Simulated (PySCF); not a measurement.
Two species compared at the same levels of theory.

First species: C₆H₁₅AlO.
Geometry (PBE0-D3(BJ)/def2-SVP, Å), atoms numbered from 1 in this order:
```
atom  x, y, z in Å
C1    -1.7158   -1.1737    0.9795
O2    -1.6384   -0.3799   -0.1966
Al3   -2.8132    1.2249   -0.3415
C4    -0.3956   -0.4215   -0.9079
C5     0.7319    0.3118   -0.2251
C6     1.4987   -0.3215    0.9577
C7     2.8038    0.2224    0.3497
C8     2.0680    0.3770   -0.9944
H9    -1.3487   -2.1880    0.7602
H10   -1.1284   -0.7301    1.7970
H11   -2.7740   -1.2151    1.2659
H12   -2.5927    1.5423   -1.8988
H13   -4.1884    0.5490    0.1356
H14   -2.1048    2.2193    0.7064
H15   -0.6139    0.0404   -1.8818
H16   -0.1408   -1.4832   -1.0760
H17    0.3898    1.3271    0.0353
H18    1.2297   -0.0014    1.9755
H19    1.4609   -1.4229    0.9164
H20    3.0727    1.1999    0.7775
H21    3.6931   -0.4239    0.3772
H22    2.2626    1.2739   -1.6005
H23    2.2041   -0.5109   -1.6340
```

Second species: BH8NSi2.
InChI=1S/BH8NSi2/c1-4(2)3/h4H,1-2H2,3H3/t4-/m0/s1

Levels: CAM-B3LYP/def2-SVPD for dipole moment, HOMO energy, LUMO energy, HOMO–LUMO gap, static isotropic polarisability and electronic spatial extent ⟨r²⟩ about the centre of nuclear charge; TDDFT CAM-B3LYP/def2-SVPD for lowest singlet excitation; TDA CAM-B3LYP/def2-SVPD for lowest triplet excitation (Tamm–Dancoff); ΔSCF CAM-B3LYP/def2-SVPD for vertical ionisation energy; PBE0-D3(BJ)/def2-SVP for rotational constant A and rotational constant C. Geometries: PBE0-D3(BJ)/def2-SVP. Each species is one conformer at its optimised geometry, gas phase, non-relativistic unless stated; the electronic structure was computed with PySCF and density fitting.

The conformers computed, where there is a choice (atom-mapped SMILES and torsion angles):
- `[CH3:1][O+:2]([AlH3-:3])[CH2:4][CH:5]1[CH2:6][CH2:7][CH2:8]1`: C1–O2–C4–C5 -73°, O2–C4–C5–C6 79°
- `[BH2:1][Si@@H:2]([NH2:3])[SiH3:4]`: H–N3–Si2–B1 172°, H–N3–Si2–B1 -48°

Values for the first species:

```
Dipole moment                                                     : 5.42 D
HOMO energy                                                       : -8.66 eV
LUMO energy                                                       : 0.89 eV
HOMO–LUMO gap                                                     : 9.55 eV
Lowest singlet excitation                                         : 6.62 eV
Lowest triplet excitation (Tamm–Dancoff)                          : 6.15 eV
Static isotropic polarisability                                   : 106.2 au
Vertical ionisation energy                                        : 9.61 eV
Electronic spatial extent ⟨r²⟩ about the centre of nuclear charge : 1606 bohr²
Rotational constant A                                             : 3.177 GHz
Rotational constant C                                             : 0.776 GHz
```

(1) Estimate the same properties for the second species, and the change in each.

Answers

(1) 
| property | first | second | second less first |
| --- | --- | --- | --- |
| dipole moment | 5.42 D | 1.49 D | -3.93 D |
| HOMO energy | -8.66 eV | -8.62 eV | +0.04 eV |
| LUMO energy | 0.89 eV | -1.27 eV | -2.16 eV |
| HOMO–LUMO gap | 9.55 eV | 7.35 eV | -2.20 eV |
| lowest singlet excitation | 6.62 eV | 4.06 eV | -2.56 eV |
| lowest triplet excitation (Tamm–Dancoff) | 6.15 eV | 3.23 eV | -2.92 eV |
| static isotropic polarisability | 106.2 au | 84.6 au | -21.6 au |
| vertical ionisation energy | 9.61 eV | 9.38 eV | -0.23 eV |
| electronic spatial extent ⟨r²⟩ about the centre of nuclear charge | 1606 bohr² | 646 bohr² | -960 bohr² |
| rotational constant A | 3.177 GHz | 5.107 GHz | +1.930 GHz |
| rotational constant C | 0.776 GHz | 2.109 GHz | +1.333 GHz |

On the first: The dipole equals about 18.1 × 10⁻³⁰ C·m (1 D = 3.33564 × 10⁻³⁰ C·m). The principal polarisabilities are 94.9, 103.6 and 120.0 au; their mean is the isotropic value.

On the second: In atomic units the dipole is 0.59 e·bohr (1 au = 2.5417 D). The principal polarisabilities are 74.3, 82.2 and 97.2 au; their mean is the isotropic value.
